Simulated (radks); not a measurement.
Question: Neutral dysprosium, configuration [Xe] 4f10 6s2 (the NIST ground configuration). Method: scalar-relativistic Kohn-Sham, LDA (Slater exchange, Perdew-Wang correlation), spin-polarised, spherical densities, finite nucleus; open shells are filled with parallel spins first (spin-orbit coupling, left out, can overturn this in heavy ions); Fermi nuclear charge, rms radius 5.2218 fm; hard spherical wall at 3 bohr; computed with a radial shooting solver on a logarithmic mesh with Libxc functionals. Some entries of the table are withheld. Estimate them.

| orbital | occ. | eigenvalue (eV) | <1/r> (bohr^-1) |
|---|---|---|---|
| 1s down | 1 | -53578.58 | 74.49 |
| 1s up | 1 | -53578.58 | 74.49 |
| 2s up | 1 | -8905.479 | 17.31 |
| 2s down | 1 | -8905.416 | 17.31 |
| 2p up | 3 | -7903.827 | 16.09 |
| 2p down | 3 | -7903.782 | 16.09 |
| 3s up | 1 | -1966.052 | 6.366 |
| 3s down | 1 | -1964.498 | 6.369 |
| 3p up | 3 | -1658.446 | 5.970 |
| 3p down | 3 | -1656.903 | 5.973 |
| 3d up | 5 | -1261.473 | 5.665 |
| 3d down | 5 | -1260.270 | 5.668 |
| 4s up | 1 | -373.1385 | 2.689 |
| 4s down | 1 | -369.8393 | 2.688 |
| 4p up | 3 | -271.8365 | 2.465 |
| 4p down | 3 | -268.5815 | 2.464 |
| 4d up | 5 | -133.8271 | 2.170 |
| 4d down | 5 | -130.6478 | 2.168 |
| 5s up | 1 | -32.5086 | 1.010 |
| 5s down | 1 | -30.9175 | 1.001 |
| 5p up | 3 | -8.8645 | 0.8695 |
| 5p down | 3 | -7.6243 | 0.8610 |
| 4f up | 7 | 15.0923 | 1.557 |
| 4f down | 3 | 17.8192 | 1.532 |
| 5d up | 0 | 21.9487 | (1) |
| 5d down | 0 | 22.7774 | (2) |
| 6s up | 1 | 40.2220 | 0.7485 |
| 6s down | 1 | 41.0511 | 0.7506 |
| 6p up | 0 | (3) | 0.7845 |
| 6p down | 0 | (4) | 0.7866 |
| 7s up | 0 | (5) | 0.8696 |
| 7s down | 0 | (6) | 0.8707 |

Answer: 
(1) 5d up <1/r> (bohr^-1): 0.7172
(2) 5d down <1/r> (bohr^-1): 0.7117
(3) 6p up eigenvalue (eV): 57.9270
(4) 6p down eigenvalue (eV): 58.8494
(5) 7s up eigenvalue (eV): 143.6800
(6) 7s down eigenvalue (eV): 144.6961
